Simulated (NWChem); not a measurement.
A series in which one site is exchanged, each optimised at PBE0/def2-SVP with NWChem, gas phase unless a solvent is named. This build's default masses of Se (78.918 u) and Br (79.917 u) are each other's, which moves their modes by up to 0.6 %. For some, no frequency run checked for a minimum. def2 effective core potentials on In, Bi; no spin-orbit coupling.

A: FB(Br)Br (BBr$_{2}$F; site = B)
B: [F][Al]([Br])[Br] (AlBr$_{2}$F; site = Al)
C: [Br][Bi]([F])[Br] (BiBr2F; site = Bi)
D: [F][In]([Br])[Br] (InBr2F; site = In)

```
quantity                                                   A      B  C      D
-----------------------------------------------------  -----  -----  -  -----
dipole (D), PBE0/def2-SVP                               0.27   0.67  ?   1.24
orbital gap (eV), PBE0/def2-SVP                         7.33   7.46  ?   5.76
vertical ionisation energy, ΔSCF, B3LYP/def2-SVP (eV)  10.74  10.89  ?  10.82
static polarisability, B3LYP/def2-SVPD (bohr³)          57.1   65.3  ?   80.0
```

Problem. What belongs in the gaps?

Solution. 
- dipole (D), PBE0/def2-SVP, C: 4.10
- orbital gap (eV), PBE0/def2-SVP, C: 5.98
- vertical ionisation energy, ΔSCF, B3LYP/def2-SVP (eV), C: 10.29
- static polarisability, B3LYP/def2-SVPD (bohr³), C: 92.5
